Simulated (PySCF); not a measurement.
CH₅BGeSi (calculated)

Computed with PySCF 2.14.0. Calculation on a computer-drawn molecule: the log of a Hartree-Fock and frozen-core CCSD(T) single point meant for a local Hartree-Fock minimum, with one planted fault or none, to be diagnosed. Offsets are logged minus clean, where the clean run is the same molecule without the fault. The reference is restricted for singlets and unrestricted otherwise, and also for a bond in bohr or an excited solution. Adding or removing an electron swaps singlet and doublet. The excited solution moves the top pair (singlet) or top alpha electron (doublet) to the lowest empty orbital. Highest occupied and lowest empty are orbital energies over both spins, largest force is the largest gradient component, triples share is (T) over the correlation energy, the T1 limit is 0.02 restricted and 0.045 unrestricted, electrons count all cores, a negative frequency is imaginary (commonest isotopes), and the dipole is about the centre of nuclear charge; on germanium a core potential holds 10 electrons, which the energies leave out, and 3d is frozen in MP2 and coupled-cluster steps.

```yaml
- formula: CH5BGeSi
  logged_structure:
    atoms_angstrom:
      - [B, -2.349, -0.2449, 0.9137]
      - [Ge, -0.6198, 0.7961, 0.4971]
      - [C, -0.7866, 2.0571, -0.7818]
      - [Si, 1.6171, 0.6867, 1.3681]
      - [H, -2.3817, -1.1119, 1.7391]
      - [H, -4.2385, 0.2697, -0.2252]
      - [H, -1.7218, 2.258, -1.2962]
      - [H, 0.0466, 2.6771, -1.098]
      - [H, 1.3276, -0.43, 2.3503]
  given:
    meant_charge: 0
    meant_multiplicity: 1
    meant_basis: "cc-pV(D+d)Z"
    meant_basis_and_core_potential_on_germanium: "cc-pVDZ-PP ECP10MDF"
    logged_electrons: 62
    logged_basis_functions: 99
    logged_SCF_converged: "yes"
    logged_spin_squared: 1.6098
    "logged_highest_occupied [eV]": -8.084
    "logged_lowest_empty [eV]": -0.10065
    "logged_largest_force [hartree/bohr]": 0.025667
    logged_T1_diagnostic: 0.097155
    logged_D1_diagnostic: 0.3147
    logged_triples_share: 0.046167
    logged_CC_converged: "yes"
    "logged_dipole_magnitude [debye]": 0.96865
    logged_SCF_stable_within_its_kind: "yes"
    "logged_energy_HF [hartree]": -647.5394
    "logged_energy_CCSD(T) [hartree]": -647.99248
    possible_faults: "no fault, one electron removed, one electron added, multiplicity raised by two, geometry at a saddle point, SCF held on an excited solution, minimal basis STO-3G, one bond length entered in bohr, all coordinates scaled"
    drawn_bonds_atom: [1, 2, 2, 1, 1, 3, 3, 4]
    drawn_bonds_other_atom: [2, 3, 4, 5, 6, 7, 8, 9]
    drawn_bonds_order: [1, 2, 1, 1, 1, 1, 1, 1]
  results:
    planted_fault: "one bond length entered in bohr, row 5 of the drawn bonds"
    "HF_energy_offset_from_clean_run [kcal/mol]": 63.44
    "CCSD(T)_energy_offset_from_clean_run [kcal/mol]": 75.56
  notes: ["T1 above single-reference limit"]
```
